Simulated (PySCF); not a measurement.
**Radial density of Al²⁺ (aluminium, charge +2)**

UHF, [Ne] 3s1, 2S determinant. Calculation: PySCF 2.14, in def2-TZVP (5s5p2d1f, 37 functions); no relativity, point nucleus.

| r (bohr) | 4πr²ρ (e/bohr) | 4πr²(ρα − ρβ) |
| --- | --- | --- |
| 0.00233 | 0.08978 | 0.0002 |
| 0.00392 | 0.2448 | 0.0006 |
| 0.00659 | 0.6439 | 0.0015 |
| 0.0111 | 1.624 | 0.0038 |
| 0.0186 | 3.773 | 0.0089 |
| 0.0314 | 7.699 | 0.0177 |
| 0.0528 | 12.58 | 0.0269 |
| 0.0887 | 14.45 | 0.0223 |
| 0.149 | 10.51 | 0.0009 |
| 0.251 | 8.862 | 0.0340 |
| 0.422 | 12.65 | 0.1032 |
| 0.710 | 8.442 | 0.0021 |
| 1.19 | 1.713 | 0.1983 |
| 2.01 | 0.5762 | 0.5373 |
| 3.38 | 0.1593 | 0.1593 |
| 5.69 | 0.001579 | 0.0016 |
